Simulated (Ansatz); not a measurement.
Total energies of `C[Si](C)(F)CC[SiH](F)F`.

```xyz
20

C     0.9303   -0.9908    1.5819
Si    0.0950    0.5190    0.8939
C     0.6228    2.0796    1.7543
F    -1.4935    0.3453    1.1274
C     0.3206    0.6803   -0.9582
C     0.0498   -0.5718   -1.8052
Si   -1.6486   -1.3102   -1.6974
F    -1.7550   -2.2698   -0.4320
F    -1.8646   -2.2425   -2.9714
H     0.7944   -1.0501    2.6645
H     2.0049   -0.9706    1.3793
H     0.5145   -1.9006    1.1427
H     1.6993    2.2392    1.6489
H     0.1101    2.9517    1.3411
H     0.3949    2.0291    2.8219
H     1.3433    1.0326   -1.1395
H    -0.3304    1.5020   -1.2809
H     0.7559   -1.3717   -1.5522
H     0.2202   -0.3562   -2.8671
H    -2.7640   -0.3442   -1.6521
```

The species carries charge 0 and has multiplicity 1. Geometry: relaxed with PBE0-D4/def2-TZVP. It is one conformer, not always the lowest. Basis def2-TZVPP, the Gaussian-basis code of Ansatz.

RPA on PBE orbitals: Hartree–Fock energy of these orbitals -1034.42992 Eh, correlation -2.71233 Eh (frozen core).

```csv
functional,energy without D4 (Eh),D4 term (kJ/mol)
LDA (SPW92),-1032.30055,–
PBE,-1037.21006,-53.0
revPBE,-1037.73493,-150.8
BLYP,-1037.89562,-113.2
r2SCAN,-1037.76263,-14.3
PBE0,-1037.30271,-45.6
r2SCANh,-1037.73909,-15.2
r2SCAN0,-1037.70578,-16.7
HSE06 (plane-wave form),-1037.26733,-42.7
BHLYP,-1037.82837,-64.9
CAM-B3LYP,-1037.88987,-46.6
LC-ωPBE,-1037.59605,–
ωB97X-V,-1037.80118,–
B2PLYP,-1037.48507,–
```

Problem. Give the same for B97M-V, B3LYP, ωB97M-V, PBE-QIDH. (Estimate.)

Solution. Ansatz gave: 
| functional | energy without D4 (Eh) | D4 term (kJ/mol) |
| --- | --- | --- |
| B97M-V | -1037.78664 | – |
| B3LYP | -1038.08010 | -84.4 |
| ωB97M-V | -1037.83413 | – |
| PBE-QIDH | -1037.08902 | – |

B3LYP takes the VWN-RPA correlation (the form of Gaussian; ORCA's B3LYP/G). HSE06 is the plane-wave form, built on full-range PBE exchange. The double hybrids freeze the cores in their second-order part.

LC-ωPBE has ω = 0.4 bohr⁻¹.
